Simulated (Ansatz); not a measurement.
Calculated with Ansatz (gas phase, PBE0-D4/def2-TZVP geometries, no zero-point term in ΔE). CCSD(T)/CBS adds triple-zeta CCSD(T) − MP2 to the extrapolated MP2 energy (def2 sets, frozen cores). This one scheme is used for every species. One conformer a species, not always the lowest.

Reaction (ligand exchange at the Si–N bond): `BN([SiH3])CC=C` + `N[SiH2]F` → `F[SiH2]N[SiH3]` + `BNCC=C`

| species | MP2/def2-QZVPP energy (Eh) |
| --- | --- |
| `BN([SiH3])CC=C` | -488.61360 |
| `N[SiH2]F` | -445.99528 |
| `F[SiH2]N[SiH3]` | -736.26428 |
| `BNCC=C` | -198.35003 |

(1) Work out ΔE.

Largest T1 diagnostic among the species: 0.012.

## Answers

(1) ΔE = (-736.26428) + (-198.35003) − (-488.61360) − (-445.99528) = -0.00543 Eh = -3.4 kcal/mol. CCSD(T)/CBS gives -4.0 kcal/mol.

The D4 term adds +1.8 kcal/mol with B3LYP and +1.0 kcal/mol with PBE0; it sums over pairs of atoms, weighted by their polarisabilities, and B3LYP, whose exchange is more repulsive, gets the larger term. At CCSD(T), def2-SVP lies −1.1 kcal/mol from the extrapolated value and def2-TZVPP −0.0 kcal/mol.

B3LYP here is the variant with VWN-RPA as its local correlation; programs differ in this.
